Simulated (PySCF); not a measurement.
H4Se2Si, SMILES [SeH][SiH2][SeH].

Geometry: PBE0-D3(BJ)/def2-SVP. The structure was generated by enumeration, and PubChem lists no compound with its InChIKey, so it may never have been made. The values are those of a single conformer.

Computed with PBE/def2-TZVPD (PySCF).

Symmetry labels are those of the subgroup C2 that the program uses (full group C2).

Computed valence orbital energies around the gap with their symmetry:
```csv
orbital,symmetry,energy (eV)
HOMO−7,A,-13.02
HOMO−6,B,-10.34
HOMO−5,A,-9.51
HOMO−4,B,-8.76
HOMO−3,A,-8.52
HOMO−2,B,-7.89
HOMO−1,A,-6.31
HOMO,B,-5.96
LUMO,A,-1.61
LUMO+1,A,-1.09
LUMO+2,B,-1.04
LUMO+3,B,-0.48
```
